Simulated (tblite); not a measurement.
Species: C₆H₃N₂ (doublet state).
SMILES with atom numbers: `[CH:1]#[C:2]/[C:3]=[N:4]/[CH:5]=[CH:6]/[C:7]#[N:8]` (hydrogens: H9 on C1; H10 on C5; H11 on C6)

Geometry (GFN2-xTB, Å), atoms numbered from 1 in this order:
```
atom  x, y, z in Å
C1     3.869   -0.598    0.420
C2     2.689   -0.466    0.130
C3     1.368   -0.545    0.015
N4     0.302   -0.239   -0.442
C5    -0.991   -0.179   -0.628
C6    -1.828    0.622    0.107
C7    -3.181    0.718   -0.184
N8    -4.308    0.801   -0.414
H9     4.910   -0.567    0.543
H10   -1.366   -0.736   -1.478
H11   -1.457    1.192    0.946
```

Level: GFN2-xTB in tblite, geometry and Hessian alike; calculated harmonic values, unscaled, isolated species. Against measured fundamentals such values can be off by several per cent, at times by over 20. One conformer, not necessarily the lowest. Open shells enter through the occupations alone, without spin polarisation, and single modes of such species can be off by tens of per cent.

Harmonic wavenumbers (cm⁻¹): 53.9, 67.4, 156.8, 168.4, 191.0, 257.8, 285.9, 373.6, 433.7, 458.0, 473.8, 514.8, 670.9, 674.6, 843.9, 851.4, 1053.0, 1194.6, 1237.8, 1338.1, 1497.8, 2046.1, 2188.5, 2317.6, 3038.2, 3077.0, 3391.9.

A = 31855, B = 651.9, C = 640.0 MHz; mass 103.030 u (most abundant isotopes); point group C1, symmetry number 1; spin multiplicity 2.

What is the zero-point energy?

Half the sum of the wavenumbers: 14428 cm⁻¹ = 172.60 kJ/mol.

What is S at 298.15 K and 1 bar for an ideal gas of classical rigid rotors and harmonic oscillators?

Translation 166.66, rotation 115.41, vibration 102.83, spin (R ln 2) 5.76: S = 390.7 J/(mol K).

And Cp and H(298.15 K) − H(0)?

Cp = 132.29 J/(mol K), of which vibrations give 99.03 (their classical limit is 27 R = 224.5); H(298.15 K) − H(0) = 26.04 kJ/mol without the zero-point energy, 16.13 from vibrations.

Which modes carry the vibrational entropy at 298.15 K?

53.9 cm⁻¹: 19.53; 67.4 cm⁻¹: 17.69; 156.8 cm⁻¹: 10.83; 168.4 cm⁻¹: 10.26; 191.0 cm⁻¹: 9.28; 257.8 cm⁻¹: 7.01 J/(mol K); the other 21 give 28.22 together.

How do the functions run with temperature in this model?

```json
{"T (K)": "150", "S (J/(mol K))": "314.3", "Cp (J/(mol K))": "91.4", "H − H(0) (kJ/mol)": "9.24", "G − H(0) (kJ/mol)": "-37.91", "ln q(vib)": "2.53"}
{"T (K)": "250", "S (J/(mol K))": "368.4", "Cp (J/(mol K))": "121.0", "H − H(0) (kJ/mol)": "19.94", "G − H(0) (kJ/mol)": "-72.15", "ln q(vib)": "4.80"}
{"T (K)": "400", "S (J/(mol K))": "432.4", "Cp (J/(mol K))": "151.7", "H − H(0) (kJ/mol)": "40.55", "G − H(0) (kJ/mol)": "-132.40", "ln q(vib)": "8.02"}
{"T (K)": "600", "S (J/(mol K))": "499.3", "Cp (J/(mol K))": "178.5", "H − H(0) (kJ/mol)": "73.76", "G − H(0) (kJ/mol)": "-225.84", "ln q(vib)": "11.86"}
{"T (K)": "900", "S (J/(mol K))": "577.0", "Cp (J/(mol K))": "204.1", "H − H(0) (kJ/mol)": "131.46", "G − H(0) (kJ/mol)": "-387.81", "ln q(vib)": "16.79"}
```

q(vib) and H(0) count from the zero-point level.

What must be added to the electronic energy to get the Gibbs energy at 298.15 K and 1 bar?

ZPE + [H(298.15 K) − H(0)] − T·S = 172.60 + 26.04 − 116.48 = 82.16 kJ/mol.

Hindered rotation and anharmonicity are outside this model. Other conformers, if any are populated, would add a mixing term that is left out. The structure is chiral; the term R ln 2 for an equal mix with its mirror image is left out.
